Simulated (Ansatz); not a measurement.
Program: Ansatz. Geometries: PBE0-D4/def2-TZVP. ΔE: electronic, gas phase. CCSD(T)/CBS adds triple-zeta CCSD(T) − MP2 to the extrapolated MP2 energy (def2 sets, frozen cores). This one scheme is used for every species, atoms too. Functionals use def2-TZVPP. Open shells (•) are unrestricted, without spin–orbit coupling. Spin–orbit coupling would lower the free atoms: a little for B, F, Si. Each species was taken in one conformer, which may not be the lowest.

Consider the atomization: `FBN([SiH3])[SiH3]` → B• + F• + 7 H• + N• + 2 Si•.

CCSD(T)/CBS gives +4194.9 kJ/mol.

Question: Another level gave +4086.4 kJ/mol. Which?
A. SCS-MP2/def2-TZVPP
B. B97M-V/def2-TZVPP
C. CCSD(T)/def2-TZVPP
D. ωB97X-V/def2-TZVPP

Answer: C. CCSD(T)/def2-TZVPP 4086.4, ωB97X-V 4223.4, SCS-MP2/def2-TZVPP 4144.8, B97M-V 4205.9 kJ/mol.

Question: What do rigid-rotor, harmonic-oscillator terms from PBE0-D4/def2-TZVP frequencies (298.15 K, 1 bar) make of the CCSD(T)/CBS value? (Best estimate.)

Answer: The calculation gave: ΔZPE = -192.6 kJ/mol, ΔH = +4053.4 kJ/mol, ΔS = 1244 J/(mol·K), ΔG = +3682.6 kJ/mol. Open shells count their whole term as degenerate.

Largest T1 diagnostic among the species: 0.014.

From PBE to PBE0 (25 % exact exchange), in def2-TZVPP and without D4, ΔE moves by −35.3 kJ/mol: exact exchange takes away binding that semilocal exchange gives to molecules. In def2-TZVPP, CCSD(T) changes the Hartree–Fock value by +899.3 kJ/mol (the triples alone add +45.5 kJ/mol) and MP2 by +941.3 kJ/mol; breaking electron pairs costs correlation energy, which Hartree–Fock lacks.

For atomizations the MP2-based limit and the directly extrapolated one differ by several kJ/mol either way, and by 10 to 25 for some Ge, Se and Sn compounds, so smaller differences from it don't rank the levels.
